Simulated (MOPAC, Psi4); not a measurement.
Two rigid molecules brought together: CH4 ··· H4N+ (SMILES C and [NH4+]) (charge +1), singlet. Monomers: optimised at B3LYP-D3(BJ) (def2-TZVP), held rigid. Orientation: lowest of the rigid-body minima from ten starts at GFN2-xTB. Only R, the distance of the centres of mass, is varied, so the lowest point isn't the relaxed dimer. The table gives interaction energies.

```csv
R / Å,A,B,C
2.53,13.61,11.75,19.09
2.74,2.83,1.03,5.47
2.96,-1.73,-3.36,0.14
3.14,-3.04,-4.45,-1.34
3.31,-3.34,-4.52,-1.77
3.54,-3.13,-4.00,-1.74
3.83,-2.55,-3.09,-1.34
4.17,-1.90,-2.19,-0.88
4.63,-1.25,-1.39,-0.51
5.32,-0.68,-0.73,-0.27
6.36,-0.31,-0.33,-0.13
7.67,-0.14,-0.15,-0.06
```

Energies in kcal/mol.

Task: Match the curves with the methods PM6, restricted, heats of formation (MOPAC); revPBE/def2-TZVP, counterpoise-corrected run with Psi4; wB97X-D/def2-TZVP, counterpoise-corrected (Psi4).

Result: A is revPBE/def2-TZVP; B is wB97X-D/def2-TZVP; C is PM6.
